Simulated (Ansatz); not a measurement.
Complex (SMILES): F (HF) with [H][H] (H2), atoms 1 to 2 the first; geometry from B3LYP-D3(BJ)/def2-TZVP, monomers rigid:
```xyz
4

F     -0.0503     0.0090    -0.4113
H     -0.1533    -0.6305     0.2513
H     -0.6250    -2.1461     1.4219
H     -0.1185    -1.7955     1.8432
```

Basis-set convergence of the uncorrected interaction energy at PBE with Ansatz (a first-principles code). All functions are spherical. The program fits the integrals of some runs and decomposes those of others, by size. No added dispersion term, no relativity. Functions are those of the species that has most. Reference: the counterpoise-corrected one, the value in aug-cc-pV5Z, -1.44 kcal/mol. Deviations are taken from unrounded values.

```
basis            functions
---------------  ---------
cc-pVDZ                 29
aug-cc-pVDZ             50
cc-pVTZ                 72
jun-cc-pV(T+d)Z         81
aug-cc-pVTZ            115
cc-pVQZ                145
aug-cc-pVQZ            218
cc-pV5Z                256
aug-cc-pV5Z            367
```

**Question.** Which is the smallest correlation-consistent set listed that can be trusted to 0.2 kcal/mol here, that is, within that of the reference together with its larger relatives (same family, alike in diffuse functions; a set with none to test it counts only in the reference's own line)?

**Answer.** The smallest set listed that lies within 0.2 kcal/mol of the reference with all its larger relatives (same family, alike in diffuse functions; a set with none counts only in the reference's own line) is cc-pVTZ (72 functions, -0.15 kcal/mol off). Value minus reference: cc-pVDZ -0.37, aug-cc-pVDZ -0.47, cc-pVTZ -0.15, jun-cc-pV(T+d)Z 0.03, aug-cc-pVTZ -0.01, cc-pVQZ -0.09, aug-cc-pVQZ -0.01, cc-pV5Z -0.04, aug-cc-pV5Z -0.01 kcal/mol.
